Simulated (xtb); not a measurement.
dimethyl selenide (C2H6Se), SMILES C[Se]C. All values are semi-empirical tight-binding results from xtb (GFN2-xTB unless named), good for trends rather than for accurate numbers. Geometry: GFN2-xTB.

* **point group as xtb finds it**: C2v
* **orbital gap**: 4.18 eV
* **zero-point energy**: 45.1 kcal/mol
* **G − E(el) at 298.15 K (modified RRHO)**: 27.5 kcal/mol
* **static polarisability (D4 model)**: 54.5 bohr³
* **solvation energy, GFN2-xTB/ALPB(water)**: -1.6 kcal/mol
* **solvation energy, GFN2-xTB/ALPB(methanol)**: -3.8 kcal/mol
